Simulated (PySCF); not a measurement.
C$_{4}$H$_{9}$InO (SMILES C=[CH][In]([CH3])[O]C), singlet, at a GFN2-xTB geometry (such geometries of metal compounds can be far from the true shape) (all electrons, no relativity), with bond 5-2 at 2.4 times its length.

Input for PySCF:
```python
from pyscf import gto, scf, mcscf
import numpy

mol = gto.Mole()
mol.atom = '''
    In    0.16381423    0.38693349    0.17072301
    C     1.32703260    1.42763533    1.77054094
    H     1.71523092    0.62166225    2.38698478
    H     0.67613135    2.07689428    2.35040180
    H     3.27722189    2.81647955    0.73489220
    C    -1.03350786    0.83388805   -1.68210089
    C    -1.92278518   -0.01922091   -2.15359977
    H    -0.85663902    1.78175678   -2.17667241
    H    -2.50541723    0.18157770   -3.04756307
    H    -2.11677360   -0.96914288   -1.67006157
    O     0.38400370   -1.54569128    0.62808061
    C    -0.00890205   -2.74681904    0.03145517
    H    -0.05445786   -2.67882507   -1.06295474
    H     0.72317340   -3.52047663    0.29154917
    H    -0.99081171   -3.06687777    0.40145026
'''
mol.basis = 'sto-3g'
mol.verbose = 4
mol.build()

mf = scf.RHF(mol)
mf.kernel()
mc = mcscf.CASSCF(mf, 8, 10)
mc.fix_spin_(ss=0.0)
mc.kernel()
occ = numpy.linalg.eigvalsh(mc.fcisolver.make_rdm1(mc.ci, mc.ncas, mc.nelecas))[::-1]
ss = mc.fcisolver.spin_square(mc.ci, mc.ncas, mc.nelecas)[0]
print('natural occupations', occ.round(4), ' <S^2>', round(ss, 4))
```

Task: What is the computed SCF-reference Mulliken (on the basis functions themselves) charges in atom order (CASSCF(10,8)/STO-3G run with PySCF)?

Result: In1 0.91, C2 -0.22, H3 0.05, H4 0.04, H5 -0.13, C6 -0.22, C7 -0.15, H8 0.04, H9 0.05, H10 0.04, O11 -0.45, C12 -0.06, H13 0.03, H14 0.04, H15 0.03

Task: Estimate the SCF-reference HOMO energy that CASSCF(10,8)/STO-3G returns for this input.

Result: -4.89 eV

Task: What total energy does CASSCF(10,8)/STO-3G give?

Result: -5911.425323 Ha

Task: What is the computed SCF-reference dipole moment (CASSCF(10,8)/STO-3G)?

Result: 1.83 D

Task: What SCF-reference HOMO-LUMO gap does CASSCF(10,8)/STO-3G give?

Result: 7.76 eV

Task: Predict the natural occupations of the active orbitals from CASSCF(10,8)/STO-3G.

Result: 2.00, 2.00, 1.97, 1.89, 1.31, 0.69, 0.11, 0.03

Task: Roughly what does it cost on one core?

Result: about 17 core-seconds (a rough figure).
